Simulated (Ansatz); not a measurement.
Molecule: MoCr, charge 0, multiplicity 1. 
Geometry from a B3LYP-D3(BJ)/def2-TZVP (Ansatz, a program for electronic structure) optimisation:
SMILES: [Cr][Mo]
```xyz
2

Cr     0.0000     0.0000    -1.1117
Mo     0.0000     0.0000     0.6352
```
Charge 0, spin multiplicity 1.

Property: vertical electron affinity (to the doublet state of charge -1; a negative value means that the extra electron is unbound and the number depends on the basis; each state is the SCF solution reached for its spin; the UHF <S^2> is 4.45 for the doublet (pure: 0.75); for the doublet the Hartree-Fock reference is unstable and T1 is 0.151; for the singlet the Hartree-Fock reference is unstable and T1 is 0.131), in eV. Correlated levels leave the core frozen unless marked. Open shells are spin-unrestricted. Spin-orbit coupling is left out. The frozen core is the preceding noble-gas configuration, with the filled d and f shells of earlier blocks. In def2 rows, elements after Kr have scalar-relativistic effective core potentials. Anions need diffuse functions: def2-D sets add few.  The program attaches cautions to a run behind CCSD/def2-SVPD: large difference. The program attaches cautions to a run behind CCSD/def2-TZVPPD: large difference. The program attaches cautions to a run behind CCSD(T)/def2-SVPD: large difference. The program attaches cautions to a run behind CCSD(T)/def2-TZVPPD: large difference.

```
level                 program  vertical electron affinity (eV)
--------------------  -------  -------------------------------
SVWN5/def2-TZVPD       Ansatz                             0.70
PBE/def2-TZVPD         Ansatz                             0.61
r2SCAN/def2-TZVPD      Ansatz                             1.11
B3LYP/def2-TZVPD       Ansatz                             1.20
PBE0/def2-TZVPD        Ansatz                             1.68
BHLYP/def2-TZVPD       Ansatz                             2.58
CAM-B3LYP/def2-TZVPD   Ansatz                             1.76
wB97M-V/def2-TZVPD     Ansatz                             1.86
wB97X-V/def2-TZVPD     Ansatz                             1.72
wB97X/def2-TZVPD       Ansatz                             1.73
CCSD/def2-SVPD         Ansatz                             1.36
CCSD/def2-TZVPPD       Ansatz                             1.54
CCSD(T)/def2-SVPD      Ansatz                             1.02
CCSD(T)/def2-TZVPPD    Ansatz                             0.59
```
